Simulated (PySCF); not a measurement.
How the method moves the HOMO and LUMO of 2-bromophenol

Compound: 2-bromophenol, C₆H₅BrO.
Z-matrix (Å and degrees, PBE0-D3(BJ)/def2-SVP geometry), rows numbered from 1:
```
O 
C   1  1.3380
C   2  1.4001  1  118.73
C   3  1.3893  2  120.61  1   179.93
C   4  1.3958  3  120.68  2    -0.00
C   5  1.3919  4  119.52  3     0.06
C   6  1.3917  5  119.61  4    -0.03
Br  7  1.8947  2  117.97  1     0.19
H   1  0.9696  2  108.59  3   179.68
H   3  1.0917  2  117.75  1    -0.09
H   4  1.0923  3  119.29  2   179.99
H   5  1.0915  4  120.67  3  -179.96
H   6  1.0914  5  120.97  4   179.96
```

Basis pcSseg-1 throughout (PySCF), one geometry. One conformer (not necessarily the lowest) at the PBE0-D3(BJ)/def2-SVP geometry, without solvent, vibrations or thermal averaging. The calculation is non-relativistic, for bromine too.

Question: How do the orbital energies, the gap and the dipole change with the method?

Answer: 
| method | kind | HOMO (eV) | LUMO (eV) | gap (eV) | μ (D) | SCF cycles |
| --- | --- | --- | --- | --- | --- | --- |
| B97-D | GGA | -5.62 | -1.38 | 4.25 | 0.70 | 14 |
| PBE | GGA | -5.67 | -1.47 | 4.20 | 0.64 | 14 |
| KT2 | GGA | -5.71 | -1.46 | 4.25 | 0.69 | 14 |
| BP86 | GGA | -5.78 | -1.58 | 4.20 | 0.67 | 14 |
| B97-2 | global hybrid | -6.52 | -0.67 | 5.85 | 0.84 | 13 |
| PBE0 | global hybrid | -6.76 | -0.64 | 6.12 | 0.85 | 13 |
| CAM-B3LYP | range-separated hybrid | -7.93 | 0.48 | 8.40 | 0.89 | 13 |
| wB97X-D | range-separated hybrid | -8.52 | 1.07 | 9.59 | 0.91 | 13 |

The HOMO spans 2.89 eV, from B97-D down to wB97X-D, and the gap runs from 4.20 eV (PBE) to 9.59 eV (wB97X-D). Over the methods B97-D (0 %), PBE (0 %), KT2 (0 %), BP86 (0 %), B97-2 (21 %), PBE0 (25 %), a straight line through the gap against the share of exact exchange rises by 0.76 eV for each 10 % (correlation coefficient 1.000). The dipole ranges from 0.64 D (PBE) to 0.91 D (wB97X-D). This basis has no diffuse functions.

The vertical ΔSCF ionisation energy at B3LYP/def2-SVPD is 8.55 eV; −ε(HOMO) comes closest to it with wB97X-D (8.52 eV).
